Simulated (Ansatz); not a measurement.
Input for Ansatz (development build ahead of 0.2.0):

```yaml
crystal:
  periodic: [false, false, false]
  atoms:
    - { symbol: B, position_ang: [0.0, 0.0, 0.0] }
    - { symbol: Be, position_ang: [0.0, 0.0, 3.927] }
    - { symbol: Si, position_ang: [0.0, 0.0, -2.01] }
basis:
  gaussian: { orbitals: pcseg-2 }
magnetization:
  initial_magnetization: 3
hamiltonian:
  xc: hf
```

The input is written out in the form of the current development build from the run's settings.

The run gave:

* Converged: yes
* Total energy: -328.02434 hartree
* Spin squared of the determinant: 3.750
* Stability test: minimum among restricted orbitals

Caution: stretched shape with no unrestricted run beside it, a lower state can exist; other spin multiplicities may lie lower.
